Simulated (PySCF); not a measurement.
CH₈B₂O₂Si, SMILES BC[SiH2]B(O)O, GFN2-xTB optimised geometry.

```
14

B     -0.19    -1.11    -2.77
C     -1.39    -1.32    -1.83
Si    -0.72    -0.93    -0.04
B      0.19     0.82     0.00
O      1.53     0.82     0.00
O     -0.42     2.05     0.00
H      0.54    -1.99    -3.02
H      0.02    -0.05    -3.23
H     -2.22    -0.64    -1.99
H     -1.78    -2.33    -1.79
H     -1.94    -1.01     0.80
H      0.10    -2.08     0.38
H      1.94     1.69    -0.02
H     -1.37     2.08     0.00
```

Density from PBE0/def2-TZVP (PySCF) at that geometry.

Minimum of the electron density along straight lines between bonded atoms, close to the bond critical point (lines longer than 1.1 times the sum of covalent radii, or with two minima, are not listed):

| bond | length / Å | ρ at the minimum / e bohr⁻³ | ∇²ρ there / e bohr⁻⁵ | position (fraction from the first atom) |
|---|---|---|---|---|
| B1–C2 | 1.540 | 0.191 | -0.19 | 0.33 |
| C2–Si3 | 1.941 | 0.102 | 0.12 | 0.61 |
| Si3–B4 | 1.976 | 0.119 | -0.02 | 0.39 |
| B4–O5 | 1.349 | 0.216 | 1.01 | 0.33 |
| B4–O6 | 1.365 | 0.206 | 0.96 | 0.33 |
| B1–H7 | 1.171 | 0.191 | -0.34 | 0.44 |
| B1–H8 | 1.174 | 0.190 | -0.32 | 0.44 |
| C2–H9 | 1.090 | 0.271 | -0.89 | 0.64 |
| C2–H10 | 1.087 | 0.273 | -0.91 | 0.64 |
| Si3–H11 | 1.486 | 0.118 | 0.17 | 0.49 |
| Si3–H12 | 1.471 | 0.123 | 0.18 | 0.49 |
| O5–H13 | 0.961 | 0.359 | -2.48 | 0.81 |
| O6–H14 | 0.955 | 0.365 | -2.55 | 0.81 |
